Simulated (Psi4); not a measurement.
Input for Psi4:
```
memory 2 GB

molecule mol {
-1 2
  B    -0.824500    0.108500   -0.017900
  N     0.820900   -0.110000    0.018300
  H    -1.225800   -0.630900   -0.859700
  H    -0.985700    1.257400   -0.288300
  H    -1.207600   -0.172300    1.073800
  H     1.018100   -1.066800    0.287500
  H     1.215800    0.535400    0.692800
  H     1.188900    0.078800   -0.906600
}

set basis pcseg-1
set reference uks

energy('m06')
print_variables()
```

Problem. What does this run give for the total energy, number of basis functions, <S^2>, nuclear repulsion energy?

Solution. 
```yaml
total_energy: -83.0504 Eh
number_of_basis_functions: 58
"<S^2>": 0.750
nuclear_repulsion_energy: 40.7637 Eh
```

A gas-phase anion may not be bound at this level; its values then depend on the basis.

These values belong to the state on which the SCF converged, which isn't shown to be the lowest.
